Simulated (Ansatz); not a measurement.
Born–Oppenheimer molecular dynamics of C₂H₁₀AlFSi₂ (16 atoms, charge 0, multiplicity 1). It starts from a relaxed structure.

Theory: Ansatz 0.2.0, RKS CAM-B3LYP/STO-3G.

| Property | Result |
| --- | --- |
| ensemble | NVT, Langevin thermostat |
| time step | 0.5 fs |
| steps asked | 170 |
| set temperature | 700 K |
| friction | 0.01 /fs |
| temperature schedule | 42 steps to 700 K, then 127 steps to 1400 K |
| seed | 871849 |

First frame:

```xyz
16
Properties=species:S:1:pos:R:3
C 0.487 -2.256 -0.703
Si 1.745 -0.869 -0.631
Si 0.595 1.020 -0.229
C -0.863 0.650 0.958
F -1.417 -0.651 0.721
Al -2.171 2.067 0.885
H 0.881 -3.200 -0.320
H -0.377 -1.948 -0.093
H 0.136 -2.426 -1.724
H 2.677 -1.114 0.441
H 2.510 -0.794 -1.850
H 1.396 2.053 0.378
H 0.074 1.580 -1.452
H -0.413 0.632 1.976
H -1.752 3.417 1.370
H -3.530 1.817 0.317
```

Q: How far do the bonds stretch over the last three quarters of this one trajectory? (Pairs bonded in most of those frames.)

A: 
```json
{"bond": "C1–Si2", "mean (Å)": "1.874", "spread (Å)": "0.033", "shortest": "1.81", "longest": "1.93"}
{"bond": "C1–H7", "mean (Å)": "1.097", "spread (Å)": "0.017", "shortest": "1.06", "longest": "1.13"}
{"bond": "C1–H8", "mean (Å)": "1.103", "spread (Å)": "0.029", "shortest": "1.04", "longest": "1.18"}
{"bond": "C1–H9", "mean (Å)": "1.100", "spread (Å)": "0.029", "shortest": "1.04", "longest": "1.17"}
{"bond": "Si2–Si3", "mean (Å)": "2.250", "spread (Å)": "0.053", "shortest": "2.17", "longest": "2.33"}
{"bond": "Si2–H10", "mean (Å)": "1.450", "spread (Å)": "0.070", "shortest": "1.34", "longest": "1.56"}
{"bond": "Si2–H11", "mean (Å)": "1.449", "spread (Å)": "0.041", "shortest": "1.38", "longest": "1.52"}
{"bond": "Si3–C4", "mean (Å)": "1.899", "spread (Å)": "0.041", "shortest": "1.82", "longest": "1.97"}
{"bond": "Si3–H12", "mean (Å)": "1.445", "spread (Å)": "0.037", "shortest": "1.37", "longest": "1.53"}
{"bond": "Si3–H13", "mean (Å)": "1.443", "spread (Å)": "0.021", "shortest": "1.40", "longest": "1.48"}
{"bond": "C4–F5", "mean (Å)": "1.437", "spread (Å)": "0.012", "shortest": "1.42", "longest": "1.46"}
{"bond": "C4–Al6", "mean (Å)": "1.940", "spread (Å)": "0.030", "shortest": "1.89", "longest": "1.99"}
{"bond": "C4–H14", "mean (Å)": "1.114", "spread (Å)": "0.030", "shortest": "1.06", "longest": "1.18"}
{"bond": "Al6–H15", "mean (Å)": "1.507", "spread (Å)": "0.087", "shortest": "1.34", "longest": "1.66"}
{"bond": "Al6–H16", "mean (Å)": "1.497", "spread (Å)": "0.045", "shortest": "1.41", "longest": "1.57"}
```

Mean temperature of the second half: 527 K. The schedule's set-point averaged 1171 K over the second half and the system 527 K, so it lags behind the ramp. A run of 0.085 ps of so small a system gives no equilibrium averages. Limits of this set-up: minimal basis.

Time of the run: 9.4 min on 1 thread of Arm Neoverse V2, on a shared host, peak memory 0.12 GiB.
